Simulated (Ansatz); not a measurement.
Ideal-gas functions of F2HOSb (`[OH][Sb]([F])[F]`) at 298.15 K and 1 bar, from an Ansatz frequency run at PBE0-D4/def2-TZVP.

Molar mass 176.76 g/mol, point group Cs (symmetry number 1), electronic degeneracy 1, moments of inertia 111.418, 113.146, 144.787 u Å². Harmonic wavenumbers (cm⁻¹, unscaled): 160, 210, 239, 294, 620, 634, 670, 842, 3850.

Use S(trans) = R[1.5 ln M + 2.5 ln T − 1.1517]; rotational temperatures θ = 24.2544 K / I; S(rot) = R[ln(√π/σ · √(T³/θAθBθC)) + 1.5]; for each mode x = 1.438777 ν̃/T, S = R[x/(eˣ − 1) − ln(1 − e⁻ˣ)] and H = RT x/(eˣ − 1); 1 cm⁻¹ = 0.0119627 kJ/mol; R = 8.31446 J/(mol·K).

Task: By hand: the entropy, in J/(mol·K).

Result: Translation 173.4. Rotation: θ = 0.2177, 0.2144, 0.1675 K, giving 108.5. Vibration, mode by mode: 10.67, 8.55, 7.57, 6.07, 1.74, 1.65, 1.44, 0.74, 0.00, in all 38.4. Electronic 0.0. Sum 320.3 J/(mol·K).

Task: By hand: H − E and G − E in kJ/mol, counted from the electronic energy.

Result: Zero-point energy ½ × 7519 × 0.0119627 = 45.0; thermal vibration 6.8; translation, rotation and pV give 4 RT = 9.9. H − E = 61.7 kJ/mol, and G − E = 61.7 − 298.15 × 320.3/1000 = -33.8 kJ/mol.

Vibration gives 12 % of the entropy. The sum counts one conformer and one mirror image; others add a mixing term.
